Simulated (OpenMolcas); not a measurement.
Rh5+ (d4) among equal point charges was computed by CASSCF with the d shell active (OpenMolcas, ANO-RCC-VDZP on the metal). Its lowest spin-free states, and all those of the highest spin:

```json
{"2S+1": "5", "Degeneracy": "1", "E (cm-1)": "0.0"}
{"2S+1": "5", "Degeneracy": "1", "E (cm-1)": "1054"}
{"2S+1": "5", "Degeneracy": "1", "E (cm-1)": "1313"}
{"2S+1": "5", "Degeneracy": "2", "E (cm-1)": "1899"}
{"2S+1": "3", "Degeneracy": "2", "E (cm-1)": "21532"}
{"2S+1": "3", "Degeneracy": "1", "E (cm-1)": "21618"}
{"2S+1": "3", "Degeneracy": "1", "E (cm-1)": "21777"}
{"2S+1": "3", "Degeneracy": "1", "E (cm-1)": "22128"}
{"2S+1": "3", "Degeneracy": "2", "E (cm-1)": "22630"}
{"2S+1": "3", "Degeneracy": "1", "E (cm-1)": "22681"}
{"2S+1": "3", "Degeneracy": "1", "E (cm-1)": "22835"}
{"2S+1": "3", "Degeneracy": "2", "E (cm-1)": "23021"}
```

Q: Is the site octahedral, tetrahedral or cube-like, axial, or of lower symmetry?

A: The states with 2S+1 = 5 have orbital degeneracies 1, 1, 1, 2. There are pairs but no triples, so the site is axial: not cubic, but with a proper or improper axis of order three or more. The run had Rh5+ among 6 point charges of -0.75 e arranged as a tetragonal octahedron (D4h), 2.18 Å from the ion, with the axial distance 2.354 Å.

Spin-orbit coupling mixes the spin-free states strongly: the lowest level takes only 42 % from its leading state, 5B1. Without dynamic correlation the repulsion within the d shell is too large (B by tens of per cent), so at a given field states of lower spin stand too high. Point charges give a weaker field than real ligands, and real ions of this kind are as a rule low spin; the high spin found here belongs to the model. The ground term spreads over less than 5000 cm-1, several times less than with real ligands, so orbital moments are less quenched and χT lies further from the spin-only value than at real sites. Point charges carry no covalency, so the field is a model and not that of real ligands. No measured value stands beside these numbers.
